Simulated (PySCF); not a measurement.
Ge(H)2(OH)2 (GeH4O2), SMILES [OH][GeH2][OH].

Geometry: PBE0-D3(BJ)/def2-TZVP. Other conformers were not sampled.

The numbers are results of TDDFT-M06-2X/def2-SVPD (PySCF 2.14.0), not measurements.

Vertical excitations. The molecule is in vacuum. State labels are in the subgroup C2.

Computed UV-visible absorptions:
| state | symmetry | energy (eV) | λ (nm) | f | main pairs |
|---|---|---|---|---|---|
| S1 | B | 7.68 | 161 | 0.013 | HOMO→LUMO 68 %, HOMO−1→LUMO+1 13 % |
| S2 | A | 7.95 | 156 | 0.053 | HOMO−1→LUMO 50 %, HOMO→LUMO+1 35 % |
| S3 | B | 8.30 | 149 | 0.042 | HOMO−2→LUMO 74 % |
| S4 | A | 8.53 | 145 | 0.003 | HOMO→LUMO+1 53 %, HOMO−1→LUMO 25 %, HOMO→LUMO+4 8 % |
| S5 | A | 8.60 | 144 | 0.001 | HOMO−2→LUMO+1 80 % |
| S6 | B | 8.90 | 139 | 0.115 | HOMO→LUMO+2 77 % |
| S7 | B | 8.98 | 138 | 0.094 | HOMO−1→LUMO+1 64 % |
| S8 | A | 9.45 | 131 | 0.050 | HOMO−1→LUMO+2 70 % |
| S9 | B | 9.54 | 130 | 0.146 | HOMO−2→LUMO+2 45 %, HOMO→LUMO+3 13 %, HOMO−1→LUMO+4 10 %, HOMO−4→LUMO 10 % |
| S10 | A | 9.62 | 129 | 0.000 | HOMO→LUMO+4 42 %, HOMO−2→LUMO+4 20 %, HOMO−3→LUMO 9 % |
| T1 | B | 7.32 | 169 | 0 | HOMO→LUMO 55 %, HOMO−1→LUMO+1 11 %, HOMO→LUMO+2 10 %, HOMO−2→LUMO 10 % |
| T2 | A | 7.54 | 164 | 0 | HOMO→LUMO+1 42 %, HOMO−1→LUMO 37 %, HOMO−1→LUMO+2 7 % |
| T3 | B | 7.91 | 157 | 0 | HOMO−2→LUMO 59 %, HOMO−2→LUMO+2 10 % |
| T4 | B | 8.20 | 151 | 0 | HOMO→LUMO+3 30 %, HOMO−1→LUMO+1 30 %, HOMO→LUMO 11 %, HOMO−2→LUMO+3 5 % |
Triplets are in the Tamm–Dancoff approximation, which puts them higher than full response would, so one can lie above its singlet here.
